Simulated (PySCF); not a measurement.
**Oxygen: a sound run and one with changed settings**

Sound run: O⁺ [He] 2s2 2p3, O²⁺ [He] 2s2 2p2. Computed with PySCF 2.14 in cc-pVTZ, with no relativity, point nucleus. In the sound run the correlated levels freeze 1s2. The sound run starts from symmetry-adapted Hartree-Fock orbitals and uses a fine grid where one is needed.

Changed run: all electrons correlated in a basis built for the valence shell.

```csv
species,method,sound run (hartree),changed run (hartree),converged
O⁺,MP2,-74.46801,-74.47866,yes
O⁺,CCSD(T),-74.48467,-74.49524,yes
O²⁺,MP2,-73.17482,-73.18472,yes
O²⁺,CCSD(T),-73.19778,-73.20753,yes
```

Ionisation energy of O⁺:

```json
{"method": "UHF", "sound run (eV)": "34.568", "changed run (eV)": "34.568"}
{"method": "MP2", "sound run (eV)": "35.190", "changed run (eV)": "35.210"}
{"method": "SCS-MP2", "sound run (eV)": "34.934", "changed run (eV)": "34.949"}
{"method": "CCSD", "sound run (eV)": "35.010", "changed run (eV)": "35.034"}
{"method": "CCSD(T)", "sound run (eV)": "35.018", "changed run (eV)": "35.040"}
```

A valence basis has no tight correlating functions, so it recovers only part of the core correlation, and not evenly between atom and ion.

For comparison, NIST gives 35.121 eV between the lowest levels.
